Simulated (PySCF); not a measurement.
State search for PdI

Unrestricted PBE0; Pd def2-TZVPP with ECP28, I def2-TZVPP with ECP28; scalar-relativistic core potentials (PySCF 2.14). Outer shells of the fragments: Pd 4d10; I 4d10 5s2 5p5.

Followed along the bond (rough minima from three points):

```csv
2Ms+1,unpaired,⟨S²⟩ at the start,R at minimum (Å),Te (eV)
2,σ ↑,0.75,2.53,0.00
2,π ↑,0.76,2.50,0.15
2,δ ↑,0.75,2.56,0.48
4,"σ ↑↑, π ↑",3.76,none in the scan,≤ 2.47
```

Solutions found at the starting distance of 2.495 Å, counted from the lowest of them; the search is not exhaustive and high or unbound solutions are not listed, so other states can lie among these:

```
2Ms+1   unpaired   term  E (eV)  ⟨S²⟩  ⟨Lz²⟩  μ (D)
    2        σ ↑    ²Σ⁺    0.00  0.75   0.00  -4.23
    2        π ↑     ²Π    0.14  0.76   1.01  -3.50
    2        δ ↑     ²Δ    0.50  0.75   4.01  -4.69
    4  σ ↑↑, π ↑  mixed    2.47  3.76   1.41   1.32
    4  σ ↑, π ↑↑    ⁴Σ⁻    2.63  3.76   0.00   1.60
    2  σ ↑↑, π ↓  mixed    2.76  1.76   1.18   1.95
```

A term symbol is given only where ⟨S²⟩ and ⟨Lz²⟩ are close to those of a pure state; real π, δ and φ orbitals otherwise mix terms. A positive dipole means Pd(−)I(+).

Spin–orbit coupling is left out. Counting both spins, an empty level lies below a filled one in some of these solutions, because spin and occupation are held. The state is the lowest single determinant that the PBE0 search found; with open d or f shells the true ground state can be another one.
